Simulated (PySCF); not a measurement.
Molecule: `CSc1ccccn1`, C6H7NS.

Atoms are numbered as in `[CH3:1][S:2][c:3]1[cH:4][cH:5][cH:6][cH:7][n:8]1`; H(Xn) means a hydrogen on atom n.

Geometry PBE0-D3(BJ)/def2-SVP throughout; GIAO in PySCF 2.14.0 with density-fitted response routines, gas phase, one conformer, non-relativistic; equivalent atoms averaged; basis pcSseg-1.

Q: How do the absolute shieldings σ depend on the functional? (a selection of nuclei; ppm; last column core-seconds on shared hosts with different chips, so compare them loosely; the GGAs took longer than the global hybrids here, which isn't the general rule, and the cause wasn't traced)

A: 
```
functional                    kind    C3    C7    C5     C1     S2     N8  H(C5)  H(C6)  H(C1)  core-s
       PBE                     GGA  14.3  28.0  43.5  162.2  423.6  -66.9  23.97  24.58  28.88      36
      BLYP                     GGA   7.0  22.6  38.1  156.4  399.8  -75.0  24.25  24.87  29.03      33
       KT2                     GGA  26.6  39.7  54.9  166.1  459.3  -45.6  24.12  24.76  28.85      37
       KT3                     GGA  27.5  40.4  55.4  164.3  455.1  -45.7  24.26  24.90  28.99      27
     B97-D                     GGA  17.1  31.3  46.5  160.2  425.8  -59.3  24.27  24.89  29.04      37
      PBE0           global hybrid  16.2  29.4  43.9  167.1  458.4  -70.9  23.81  24.46  28.90      22
      WP04           global hybrid   0.7  17.6  32.5  151.5  389.6  -84.2  24.47  25.03  29.19      26
     B97-2           global hybrid  18.7  32.0  46.4  165.7  457.6  -64.7  24.00  24.64  29.00      20
 CAM-B3LYP  range-separated hybrid   9.0  23.7  37.3  165.4  447.7  -79.4  23.85  24.52  28.98      33
```

Q: Which nucleus among those listed moves most, in ppm?

A: S2 (sulfide sulfur): from 389.6 ppm with WP04 to 459.3 ppm with KT2. The smallest spread is 0.34 ppm, at H(C1). Proton shifts span only some 12 ppm, so a few tenths of a ppm matter as much there as several ppm in carbon.
